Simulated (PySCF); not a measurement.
Telling isomers of C9H7N apart by NMR

[PySCF: NMR shieldings at PBE0/pcSseg-1/GIAO; GFN2-xTB structure; non-relativistic Hamiltonian; no solvent model; one averaged value for each set of equivalent atoms; a single conformation]

Referencing at the same level of theory: ¹H (σref 31.72) and ¹³C (σref 186.93) vs TMS. Where no couplings were computed, multiplicities follow the n + 1 count of equivalent neighbours, and m marks all less simple cases (inequivalent or close neighbours, rings, F or P nearby). Shifts are as computed. Against solution values, carbons near 30 ppm lie about +3 ppm off and those near 130 ppm about +5 ppm. Of 1211 compounds with measured shifts, 218 miss one by over three times the rms of a fit or turn the order of signals round; such compounds aren't used in these exercises.

(1) Tabulate the signals of `C=C=CC#Cn1cccc1`, `c1ccc2cnccc2c1` and their relative energies.

(2) What is the quickest way to tell C=C=CC#Cn1cccc1 from c1ccc2cnccc2c1?

## Answers

(1) 
```json
{"SMILES": "C=C=CC#Cn1cccc1", "carbon types": "3×C 5×CH 1×CH2", "δC": "230.9, 127.7, 117.2, 95.5, 82.1, 79.6, 65.7", "δH": "6.89 (m, 2H), 6.45 (m, 2H), 5.79 (m, 1H), 5.37 (m, 2H)", "E rel. (kcal/mol)": "101.6"}
{"SMILES": "c1ccc2cnccc2c1", "carbon types": "2×C 7×CH", "δC": "157.8, 150.3, 140.3, 135.2, 133.7, 133.0, 132.3, 131.8, 125.4", "δH": "9.59 (s, 1H), 9.12 (d, 1H), 8.27 (d, 1H), 8.20 (m, 1H), 8.04 (m, 1H), 7.95 (m, 1H), 7.83 (d, 1H)", "E rel. (kcal/mol)": "0.0"}
```

Energies are electronic energies at PBE0/pcSseg-1 on these geometries, without zero-point or thermal terms, each for the one conformer computed, which needn't be the lowest.

(2) Count the carbon signals: 7 against 9. The first has a central carbon of an allene (C) at 230.9 ppm, the second a ring-fusion aromatic carbon (C) at 140.3 ppm. Their most deshielded carbons lie at 230.9 and 157.8 ppm. In the proton spectra the most deshielded non-exchanging signals are 6.89 (m, 2H) and 9.59 (s, 1H).
